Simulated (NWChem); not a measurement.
Si2NH7O; SMILES N[SiH2]O[SiH3]

Program: NWChem. Pople sets run with spherical d functions. Geometry: optimised at B3LYP/6-31G* (spherical d). Level: B3LYP/6-31G* with SMD, gas-phase geometry; reactions with the solvents are ignored. One conformer.

| SMD term (kcal/mol) | water | toluene |
|---|---|---|
| distortion of the solute's density | 0.47 | 0.13 |
| polarisation | -4.84 | -2.43 |
| cavity, dispersion and structure | 4.05 | 0.23 |

Q: Sum the solvation free energies, find the transfer free energy from water to toluene and the partition coefficient at 298.15 K.

A: 
1. ΔG(solv, water) = -0.32 kcal/mol and ΔG(solv, toluene) = -2.07 kcal/mol (1 M gas to 1 M solution).
2. Transfer: -2.07 − (-0.32) = -1.75 kcal/mol.
3. log₁₀ K(toluene/water) = −ΔG/(RT ln 10) = 1.75/1.364 = 1.3, so the model puts more of the solute in toluene.
4. Of the transfer energy, 2.07 kcal/mol is electrostatic and -3.82 comes from the non-electrostatic term. The two phases are taken as the pure solvents.
